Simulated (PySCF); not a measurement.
# Mass spectrum arithmetic for `c1ccc2[nH]nnc2c1`

Species: `c1ccc2[nH]nnc2c1`.

All values are calculated from tables of isotopes.

(1) Molar mass and exact mass?

(2) What cluster does the molecular ion M+• show when like nominal masses merge?

(3) How much CO2 and H2O would complete combustion of 20.00 mg give?

(4) What share of all molecules is the monoisotopic species?

(5) Count the protons, neutrons and electrons of the monoisotopic species, and give its exact less its nominal mass.

(6) Which singly substituted isotopologues are there?

(7) What resolving power m/Δm just matches the spacing of the species with one 15N and with one 13C?

Results:

(1) For C6H5N3, with standard atomic weights, 6 × 12.011 + 3 × 14.007 + 5 × 1.008 = 119.127 g/mol. From the most abundant isotopes (12C, 14N, 1H), 6 × 12.000000 + 3 × 14.003074 + 5 × 1.007825 = 119.0483 u.

(2) 
| nominal mass | m/z (centroid) | relative intensity |
| --- | --- | --- |
| 119 | 119.0478 | 100.0 |
| 120 | 120.0503 | 7.7 |
| 121 | 121.0526 | 0.3 |

Cut off at 0.1 %. One electron mass, 0.00055 u, is taken off.

(3) 167.89 μmol of compound give 44.33 mg CO2 and 7.56 mg H2O.

(4) 0.9893^6 × 0.99632^3 × 0.999885^5 = 92.66 %.

(5) 62 protons, 57 neutrons and 62 electrons; 119.0483 − 119 = +0.0483 u.

(6) Intensity in % of the monoisotopic species:

```
isotope  mass shift (u)       m/z  intensity (%)
    15N        +0.99703  120.0448           1.11
    13C        +1.00335  120.0512           6.49
     2H        +1.00628  120.0541           0.06
```

Species under 0.02 % are left out.

(7) They lie 0.00632 u apart at mass 120.05, so m/Δm is about 19000.
